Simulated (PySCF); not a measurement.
# From computed data to an observable: chemical shift, span and skew from a shielding tensor

1-ethenylcyclopropan-1-amine (C₅H₉N), SMILES C=CC1(N)CC1. Atoms are numbered in the order given.

```xyz
15

C      2.1828    -0.5593     0.0140
C      1.1453     0.1550    -0.4256
C     -0.2470     0.0165     0.0681
N     -0.3981    -0.8857     1.1702
C     -1.3475     0.0607    -0.9579
C     -1.1380     1.2421    -0.0619
H      2.0394    -1.3301     0.7755
H      3.1877    -0.4039    -0.3851
H      1.2938     0.9156    -1.2011
H     -1.3697    -1.1487     1.3035
H     -0.0783    -0.4478     2.0326
H     -2.2180    -0.5783    -0.7808
H     -1.0652     0.1398    -2.0109
H     -1.8584     1.4061     0.7445
H     -0.7185     2.1575    -0.4892
```
Charge 0, spin multiplicity 1.

Geometry: PBE0-D3(BJ)/def2-SVP. Other conformers were not sampled.

GIAO shieldings from PBE/pcSseg-1 (PySCF), non-relativistic, no solvent. The symmetric part of the tensor of C1 has the principal values -49.2, 72.7, 165.1 ppm. The same nucleus in TMS has σ = 182.0 ppm at this level (PySCF, at its B3LYP-D3(BJ)/def2-TZVP geometry).

Q: Work out the isotropic shielding, the ¹³C shift against TMS, the span and the skew.

A: 
σ(iso) = (σ11 + σ22 + σ33)/3 = 62.9 ppm. δ = σ(ref) − σ(iso) = 182.0 − (62.9) = 119.1 ppm.
Span Ω = σ33 − σ11 = 214.3 ppm. Skew κ = 3(σ(iso) − σ22)/Ω = -0.14. Tumbling in solution averages the tensor to δ; in a static solid the shielding alone would spread this spin-1/2 line over Ω.
